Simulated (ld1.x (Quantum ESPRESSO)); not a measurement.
## What the settings do to the TM potential of nickel

Base potential:

| Item | Value |
| --- | --- |
| Element | Ni (Z = 28) |
| Generator | ld1.x (Quantum ESPRESSO) 7.5 |
| Type | norm-conserving Troullier–Martins (Kleinman–Bylander form) |
| Functional | PBE |
| Relativity | scalar-relativistic |
| Frozen core | [Ne] 3s2 |
| Valence charge | 16 |
| Reference configuration | 3p6 3d8 4s2 4p0 |
| Partial waves | 4s (bound): rc 1.75 bohr; 3p (bound): rc 0.95 bohr; 3d (bound): rc 1.05 bohr |
| Local potential | all-electron potential smoothed inside 1.35 bohr (lloc = -1) |
| Core correction | a·sin(br)/r model core inside 0.80 bohr |

Cutoffs, loose and tight: the cutoffs (Ry, on a coarse ladder) from which the occupation-weighted sum of valence levels, in a spherical-Bessel basis at the reference potential, stays within 10 and 1 mRy of its value at 400 Ry. They do not see the model core or the augmentation charge, which bear on the density cutoff. Test errors are all-electron minus pseudo excitation energies from the reference, over the configurations 3p6 3d8 4s1 4p0; 3p6 3d8 4s0 4p0; 3p6 3d7 4s0 4p0; 3p6 3d6 4s0 4p0; 3p5 3d8 4s2 4p0; 3p6 3d8.5 4s1.5 4p0; 3p6 3d9 4s0 4p0. A dash means not determined; rows that change the core or the reference have their own tests. The largest error is taken over the tests solved by every variant that gives reliable tests at all: 3p6 3d6 4s0 4p0; 3p6 3d7 4s0 4p0; 3p6 3d8 4s0 4p0; 3p6 3d8 4s1 4p0; 3p6 3d8.5 4s1.5 4p0; 3p6 3d9 4s0 4p0.

A true bound ghost makes a file unfit for plane-wave use even where its test errors are small: the radial tests pick states by their node count and pass the ghost by. Where a test does run into it, the solver fails or the error is huge.

```csv
change,outcome,"cutoff, loose","cutoff, tight",bound ghosts,largest test error (meV)
base,generated,200 Ry,300 Ry,s,-122
"all radii but the core radius scaled by about 0.74 (s 1.28, p 0.70, d 0.78 bohr); local potential all-electron potential smoothed inside 1.00 bohr (lloc = -1)",generated,300 Ry,over 300 Ry,"p, s",-261
"all radii but the core radius scaled by about 0.82 (s 1.44, p 0.78, d 0.86 bohr); local potential all-electron potential smoothed inside 1.10 bohr (lloc = -1)",generated,260 Ry,over 300 Ry,s,-106
"all radii but the core radius scaled by about 0.92 (s 1.60, p 0.88, d 0.96 bohr); local potential all-electron potential smoothed inside 1.24 bohr (lloc = -1)",generated,230 Ry,over 300 Ry,s,-93
"all radii but the core radius scaled by about 1.14 (s 1.98, p 1.08, d 1.20 bohr); local potential all-electron potential smoothed inside 1.54 bohr (lloc = -1)",generated,160 Ry,300 Ry,none,-139
"all radii but the core radius scaled by about 1.22 (s 2.14, p 1.16, d 1.28 bohr); local potential all-electron potential smoothed inside 1.64 bohr (lloc = -1)",generated,160 Ry,260 Ry,none,-134
"all radii but the core radius scaled by about 1.29 (s 2.26, p 1.22, d 1.36 bohr); local potential all-electron potential smoothed inside 1.74 bohr (lloc = -1)",generated,140 Ry,230 Ry,none,-121
```

Task: What comes out with this change to the base: all radii but the core radius scaled by about 1.37 (s 2.40, p 1.30, d 1.44 bohr); local potential all-electron potential smoothed inside 1.84 bohr (lloc = -1)?

Result: outcome: generated; cutoff, loose: 140 Ry; cutoff, tight: 230 Ry; bound ghosts: none; largest test error (meV): -218.

Task: What comes out with this change to the base: all radii but the core radius scaled by about 1.07 (s 1.86, p 1.02, d 1.12 bohr); local potential all-electron potential smoothed inside 1.44 bohr (lloc = -1)?

Result: outcome: generated; cutoff, loose: 180 Ry; cutoff, tight: 300 Ry; bound ghosts: s; largest test error (meV): -132.

Reading the sweep of the scale of all radii but the core radius (base = 1) (base included, trends over the rows without a ghost): The loose cutoff stays near 140 Ry. The median size of the test errors (rows with all tests solved) is not monotonic: lowest 30.6 meV at 1.14, highest 69.1 meV at 1.37. Bound ghosts are found at 0.74, 0.82, 0.92, 1, 1.07.
